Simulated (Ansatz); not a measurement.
# Abstraction of Cl: CH2ClF + CH2Br → CH2F + CH2BrCl

Gas-phase species: CH2ClF (chlorofluoromethane) `FCCl`, singlet; CH2Br `[CH2]Br`, doublet; CH2F `[CH2]F`, doublet; CH2BrCl (bromochloromethane) `ClCBr`, singlet. A radical takes Cl: the energy is the difference in strength between two C–Cl bonds in different surroundings.

Shapes, held fixed at every level: PBE0-D4/def2-TZVP. Programs: Ansatz 0.2.0. The zero-point and thermal change to 298 K, harmonic and unscaled (PBE0-D4/def2-TZVP), is +0.1 kJ/mol.

```csv
level,kind,ΔH(298 K) (kJ/mol),less CCSD(T)/def2-TZVPP
HF/def2-TZVPP,Hartree–Fock,+25.4,+1.4
SPW92/def2-TZVPP,LDA,+27.0,+3.0
PBE-D4/def2-TZVPP,GGA,+23.2,-0.8
B3LYP-D4/def2-TZVPP,global hybrid,+22.1,-1.9
PBE0-D4/def2-TZVPP,global hybrid,+23.5,-0.5
r2SCAN0-D4/def2-TZVPP,global hybrid,+25.6,+1.6
wB97X-V/def2-TZVPP,range-separated hybrid,+24.1,+0.1
CCSD(T)/def2-TZVPP,coupled cluster or CI,+24.0,0.0
```

The highest level, CCSD(T)/def2-TZVPP, gives ΔH(298 K) = +24.0 kJ/mol; the levels span +22.1 to +27.0. The column of differences is taken from that level and isn't an error. No measured value is set beside it here. Open shells run unrestricted. Relativity is left out for Br. Outer-core shells of Br are correlated, in sets that cover them unevenly.
